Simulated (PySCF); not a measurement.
F2OS, SMILES O=S(F)F (connectivity only; charge and spin as stated), charge +1, multiplicity 2. Coordinates come from a PBE0-D3(BJ)/def2-TZVP optimisation. The spin state was assumed, not searched.

The numbers are results of PBE0-D3(BJ)/def2-TZVP in PySCF 2.14.0, not measurements.

Harmonic wavenumbers (cm⁻¹): 384, 399, 456, 901, 983, 1281. Rotational constants (GHz): 9.173, 8.637, 4.840; symmetry number 1.

Q: Work out the zero-point energy and the ideal-gas rigid-rotor harmonic-oscillator thermochemistry at 298.15 K and 1 atm.

A: ZPE = ½ Σ hcν = ½ × 4404 cm⁻¹ = 26.34 kJ/mol. H − E(el) = 38.88 kJ/mol. Entropy in J/(mol K): translation 164.31, rotation 101.43, vibration 12.70, spin 5.76, total 284.20. G − E(el) = -45.85 kJ/mol. Cp = 55.75 J/(mol K).
